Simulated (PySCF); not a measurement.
**[ReO2F2]− at several levels of theory**

Computed with PySCF 2.14.0 (density fitting, no spin-orbit coupling) at the geometry relaxed with PBE:

```xyz
5
[ReO2F2]− (singlet)
Re    0.0665    0.0665    0.0000
O     1.7254   -0.1036    0.4518
O    -0.1036    1.7254   -0.4518
F    -1.8075   -0.1712    0.4402
F    -0.1712   -1.8075   -0.4402
```

| level | basis | state | HOMO (eV) | gap (eV) | charge on Re1 (e) | dipole about the centre of mass (D) | largest force component (eV/Å) |
| --- | --- | --- | --- | --- | --- | --- | --- |
| PBE | Re def2-SVP with ECP60, O def2-SVP, F def2-SVP | singlet | 0.21 | 1.88 | 0.52 | 0.08 | 0.00 |
| TPSS | the same | singlet | 0.08 | 2.12 | 0.64 | 0.09 | 0.11 |
| HF | the same | singlet | -5.41 | 12.08 | 1.46 | 0.10 | 2.72 |
| CAM-B3LYP | the same | singlet | -2.73 | 6.89 | 0.76 | 0.00 | 1.25 |
| PBE | Re def2-TZVP with ECP60, O def2-TZVP, F def2-TZVP | singlet | 0.03 | 1.80 | 0.87 | 0.03 | 0.29 |
| PBE | Re x2c-SVPall, O x2c-SVPall, F x2c-SVPall | singlet | -0.01 | 1.78 | 0.34 | 0.08 | 0.86 |

Charges are Mulliken's, which hang on the basis. The relaxation used the grid (50, 194), these runs (75, 302) or, all-electron (x2c bases, spin-free X2C Hamiltonian), (99, 590).

Task: What does M06-L with Re def2-SVP with ECP60, O def2-SVP, F def2-SVP give here?

Result: state singlet, HOMO (eV) 0.02, gap (eV) 2.18, charge on Re1 (e) 0.93, dipole about the centre of mass (D) 0.06, largest force component (eV/Å) 0.61. Time: 4.4 s on 2 threads of Intel(R) Xeon(R) 6975P-C (Granite Rapids), on a shared host, from an already converged density.

In the first row's basis the gap widens with exact exchange: 1.9 to 2.2 eV for PBE, TPSS, M06-L (none); 6.9 to 12.1 eV for CAM-B3LYP, Hartree–Fock (rising or full at long range).

The highest filled level of some runs lies above zero, as often for anions with such functionals and bases.
